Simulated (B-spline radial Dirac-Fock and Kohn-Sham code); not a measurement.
## Photoemission from Sr at Ga Kα (9251.7 eV), detector at θ = 60°, φ = 180°

System: the free strontium atom, [Kr] 5s2. Method: Dirac-Hartree-Slater photoionisation with a Latter tail; cross sections with all multipoles, angular parameters from the dipole term and its interference with E2. Computed with a B-spline atomic structure program. Thresholds are tabulated edges, those marked * orbital energies of the model. For linearly polarised light dσ/dΩ = σ/(4π) [1 + β P₂(cos θ) + (δ + γ cos²θ) sin θ cos φ], with θ from the polarisation vector and φ the angle between the beam and the projection of the electron momentum on the plane normal to the polarisation. The dipole factor is 1 + βP₂ and the non-dipole term is the rest of the bracket. Open shells are filled statistically over j.

The run's input, task.json:

```json
{"items": [{
  "Z": 38,
  "q": 0,
  "cfg": [[1, 0, 2], [2, 0, 2], [2, 1, 6], [3, 0, 2], [3, 1, 6], [3, 2, 10], [4, 0, 2], [4, 1, 6], [5, 0, 2]],
  "A": 88,
  "rrms": 4.224,
  "do": "xps",
  "hv": [80, 100.0, 112.0, 139.0, 141.0, 142.0, 297.0, 400, 421.0, 435.0, 670.0, 800, 894.0, 1040.0, 1160.0, 1270.0, 1620.0, 2090.0, 2650.0, 3090.0, 3850.0, 3910.0, 4000, 5414.7, 5680.0, 6400.0, 9251.7, 12000, 12900.0, 15000],
  "edges": {"K": 16105.0, "L1": 2216.0, "L2": 2007.0, "L3": 1940.0, "M1": 358.7, "M2": 280.3, "M3": 270.0, "M4": 136.0, "M5": 134.2}
}]}
```

Launch: `python xray2_run.py task.json out`

```
subshell  threshold (eV)   σ (kb)     β     γ      δ  dipole factor  non-dipole term  dσ/dΩ (kb/sr)
      2s          2216.0     3.93  2.00  0.70  0.000          0.750           -0.152          0.187
   2p1/2          2007.0     1.92  1.17  1.44  0.120          0.854           -0.415         0.0670
   2p3/2          1940.0     3.40  1.19  1.48  0.118          0.852           -0.422          0.116
      3s           358.7    0.662  2.00  0.90  0.000          0.750           -0.194         0.0293
   3p1/2           280.3    0.282  1.09  1.44  0.119          0.863           -0.416         0.0100
   3p3/2           270.0    0.500  1.11  1.47  0.118          0.861           -0.421         0.0175
   3d3/2           136.0   0.0347  0.53  1.31  0.394          0.934           -0.624       0.000854
   3d5/2           134.2   0.0487  0.52  1.30  0.402          0.935           -0.629        0.00119
      4s          45.69*   0.0967  2.00  0.93  0.000          0.750           -0.201        0.00423
   4p1/2          27.78*   0.0332  1.08  1.44  0.119          0.865           -0.416        0.00119
   4p3/2          26.49*   0.0587  1.10  1.47  0.118          0.863           -0.421        0.00207
      5s           4.89*  0.00766  2.00  0.93  0.000          0.750           -0.202       0.000334
```
